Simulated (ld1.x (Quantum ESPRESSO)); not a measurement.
Which change was made? (Si, TM)

ld1.x (Quantum ESPRESSO) 7.5 input, shortened:

```
&input
   title='Si', zed=14., rel=1, dft='BLYP', iswitch=3,
   config='[Ne] 3s2 3p2'
 /
 &inputp
   pseudotype=2, tm=.true., lloc=-1, rcloc=1.55,
   nlcc=.true., new_core_ps=.true., rcore=1.25
 /
2
3S  1  0   2.00   0.00  1.65  1.65  0.0
3P  2  1   2.00   0.00  1.90  1.90  0.0
 &test
   configts(1)='3s2 3p2'
 /
```

Cutoffs, loose and tight: the cutoffs (Ry, on a coarse ladder) from which the occupation-weighted sum of valence levels, in a spherical-Bessel basis at the reference potential, stays within 10 and 1 mRy of its value at 400 Ry. They do not see the model core or the augmentation charge, which bear on the density cutoff. Test errors are all-electron minus pseudo excitation energies from the reference, over the configurations 3s2 3p1; 3s2 3p0; 3s1 3p0; 3s1 3p3; 3s2 3p1.5; 3s1 3p2; 3s0 3p4; variants that change the core or the reference have their own tests. The largest error is taken over the tests solved by every variant that gives reliable tests at all, those not shown here included: 3s0 3p4; 3s1 3p2; 3s1 3p3; 3s2 3p1; 3s2 3p1.5.

The base gives: outcome: generated; cutoff, loose: 15 Ry; cutoff, tight: 40 Ry; bound ghosts: none; largest test error (meV): +6.1.

Task: After one change the result is: outcome: generated; cutoff, loose: 15 Ry; cutoff, tight: 40 Ry; bound ghosts: none; largest test error (meV): +8.3. Which change was it?
A. local potential all-electron potential smoothed inside 0.74 bohr (lloc = -1)
B. local potential all-electron potential smoothed inside 1.34 bohr (lloc = -1)
C. local potential all-electron potential smoothed inside 0.96 bohr (lloc = -1)

Result: B. The others give: local potential all-electron potential smoothed inside 0.74 bohr (lloc = -1) → outcome: generated; cutoff, loose: 30 Ry; cutoff, tight: 40 Ry; bound ghosts: s; largest test error (meV): +5.7 | local potential all-electron potential smoothed inside 0.96 bohr (lloc = -1) → outcome: generated; cutoff, loose: 15 Ry; cutoff, tight: 30 Ry; bound ghosts: s; largest test error (meV): +54.
